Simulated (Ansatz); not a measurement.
Stepwise reaction of `[Cl][InH2]` with water, as a gas-phase model of exchange steps in deposition or etching. ΔE in kJ/mol.

Calculated with Ansatz (gas phase, PBE0-D4/def2-TZVP geometries, no zero-point term in ΔE). CCSD(T)/CBS is the MP2 limit (def2-TZVPP, def2-QZVPP) plus CCSD(T) − MP2 in def2-TZVPP, frozen cores. This one scheme is used for every species. DFT in def2-TZVPP. B3LYP here is the variant with VWN-RPA as its local correlation; programs differ in this. def2 core potentials past Kr. For In outer-core shells are correlated without core-valence functions, which leaves a few kJ/mol of doubt a bond. Each species was taken in one conformer, which may not be the lowest.

```tsv
step	reaction	PBE-D4	B3LYP-D4	ωB97M-V	CCSD(T)/CBS
2	`[OH][InH][Cl]` + H₂O → `[OH][In]([OH])[Cl]` + H₂	8.8	9.9	13.5	6.3
```

Problem. Give the row of step 1, `[Cl][InH2]` + H₂O → `[OH][InH][Cl]` + H₂. (Estimate.)

Solution. The calculation gave: 
```csv
step,reaction,PBE-D4,B3LYP-D4,ωB97M-V,CCSD(T)/CBS
1,`[Cl][InH2]` + H₂O → `[OH][InH][Cl]` + H₂,-16.4,-14.2,-10.7,-17.4
```

Problem. By hand: ΔE of the 2 steps together at CCSD(T)/CBS.

Solution. (-17.4) + (6.3) = -11.1 kJ/mol, or -5.5 kJ/mol a step.

In ΔE each step is higher than the one before. PBE-D4 differs from CCSD(T)/CBS by 1.0 to 2.5 kJ/mol a step. Isolated molecules leave out the surface, adducts and barriers. Largest T1 diagnostic: 0.016.
